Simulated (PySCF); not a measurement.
SMILES C=Cc1ccc(s1)[SiH3], GFN2-xTB optimised geometry.

```
16

C     -0.15     3.13     0.01
C      0.79     2.19     0.00
C      0.54     0.78     0.00
C      1.47    -0.23     0.00
C      0.90    -1.51     0.00
C     -0.47    -1.51     0.00
Si    -1.65    -2.97     0.01
S     -1.07     0.11     0.00
H     -1.19     2.88     0.02
H      0.10     4.18     0.01
H      1.84     2.46    -0.01
H      2.53    -0.05     0.00
H      1.48    -2.42     0.00
H     -2.44    -2.94     1.24
H     -2.53    -2.87    -1.15
H     -0.83    -4.18    -0.06
```

Density from PBE0/def2-TZVP run with PySCF 2.14.0 at that geometry.

Minimum of the electron density along straight lines between bonded atoms, close to the bond critical point (lines longer than 1.1 times the sum of covalent radii, or with two minima, are not listed):

| bond | length / Å | ρ at the minimum / e bohr⁻³ | ∇²ρ there / e bohr⁻⁵ | position (fraction from the first atom) |
|---|---|---|---|---|
| C1–C2 | 1.330 | 0.353 | -1.09 | 0.49 |
| C2–C3 | 1.437 | 0.291 | -0.84 | 0.49 |
| C3–C4 | 1.372 | 0.327 | -0.96 | 0.51 |
| C4–C5 | 1.404 | 0.309 | -0.90 | 0.50 |
| C5–C6 | 1.367 | 0.327 | -0.95 | 0.49 |
| C6–Si7 | 1.874 | 0.117 | 0.23 | 0.61 |
| C3–S8 | 1.739 | 0.210 | -0.42 | 0.48 |
| C6–S8 | 1.734 | 0.210 | -0.41 | 0.47 |
| C1–H9 | 1.078 | 0.287 | -1.02 | 0.64 |
| C1–H10 | 1.076 | 0.289 | -1.04 | 0.65 |
| C2–H11 | 1.083 | 0.286 | -1.02 | 0.65 |
| C4–H12 | 1.076 | 0.288 | -1.03 | 0.65 |
| C5–H13 | 1.076 | 0.289 | -1.04 | 0.65 |
| Si7–H14 | 1.464 | 0.125 | 0.19 | 0.49 |
| Si7–H15 | 1.464 | 0.125 | 0.19 | 0.49 |
| Si7–H16 | 1.463 | 0.124 | 0.20 | 0.49 |
